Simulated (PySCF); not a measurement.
Match the calculated data to a structure.

All candidates are FH9OSi4.

| technique | computed result |
| --- | --- |
| Polarisability | 112.2 au [wB97X-D/def2-SVPD] |
| UV, first state | lowest singlet excitation: 6.05 eV (205 nm, f = 0.051) [TDDFT wB97X-D/def2-SVPD] |
| UV, strongest line | among the 8 lowest singlet transitions: S2 at 6.30 eV (197 nm, f = 0.098) [TDDFT wB97X-D/def2-SVPD] |
| NMR, other nuclei | isotropic shieldings of nuclei other than C and H, by class: 347 (1 O), 429 (1 F), 335 (1 Si), 378 (1 Si), 393 (1 Si), 480 (1 Si) ppm [GIAO PBE0/pcSseg-1] |
| Rotational structure | rotational constants A, B, C: 3.639, 0.522, 0.493 GHz [GFN2-xTB] |
| Triplet | lowest triplet excitation (Tamm–Dancoff): 5.39 eV [TDA wB97X-D/def2-SVPD] |
| Dipole | 1.64 D [wB97X-D/def2-SVPD] |

Electronic properties: PySCF, gas phase, density fitting. Levels stand in brackets. Geometry: GFN2-xTB, one conformer, isolated molecule. NMR values are class means; diastereotopic atoms form classes of their own.

Question: Which candidate is it?
A. `F[SiH2][Si@H]([SiH3])O[SiH3]`
B. `F[SiH2][SiH2][SiH2]O[SiH3]`
C. `F[Si@@H]([SiH3])[SiH2]O[SiH3]`

Answer: B. It is `F[SiH2][SiH2][SiH2]O[SiH3]`. Numbering: `[F:1][SiH2:2][SiH2:3][SiH2:4][O:5][SiH3:6]`. Its formula, FH9OSi4, gives 0 degrees of unsaturation, so no ring and no π bond. The other shieldings belong to: 347 ppm, siloxane oxygen [O5]; 429 ppm, silicon-bound fluorine [F1]; 335 ppm, fluorine-bound silicon [Si2]; 378 ppm, oxygen-bound silicon [Si4]; 393 ppm, oxygen-bound silicon [Si6]; 480 ppm, SiH2 silicon [Si3]. The optimised geometry has point group C1 and is an asymmetric top.

The others, at the same levels:
- `F[Si@@H]([SiH3])[SiH2]O[SiH3]` fails: its computed lowest singlet excitation is 5.44 eV (228 nm, f = 0.040) (against 6.05 eV), lowest triplet excitation (Tamm–Dancoff) is 4.85 eV (against 5.39 eV) and strongest line among the 8 lowest singlet transitions is S3 at 6.51 eV (191 nm, f = 0.132) (against S2 at 6.30 eV).
- `F[SiH2][Si@H]([SiH3])O[SiH3]` fails: its computed lowest singlet excitation is 5.47 eV (227 nm, f = 0.072) (against 6.05 eV), lowest triplet excitation (Tamm–Dancoff) is 4.80 eV (against 5.39 eV) and strongest line among the 8 lowest singlet transitions is S3 at 6.64 eV (187 nm, f = 0.097) (against S2 at 6.30 eV).

Each candidate is one conformer, not necessarily the lowest. The conformers computed, where there is a choice (atom-mapped SMILES and torsion angles):
- `[F:1][SiH2:2][SiH2:3][SiH2:4][O:5][SiH3:6]`: F1–Si2–Si3–Si4 2°, Si2–Si3–Si4–O5 148°
- `[F:1][Si@@H:2]([SiH3:3])[SiH2:4][O:5][SiH3:6]`: F1–Si2–Si4–O5 -165°, Si2–Si4–O5–Si6 167°
- `[F:1][SiH2:2][Si@H:3]([SiH3:4])[O:5][SiH3:6]`: F1–Si2–Si3–Si4 -56°, Si2–Si3–O5–Si6 175°
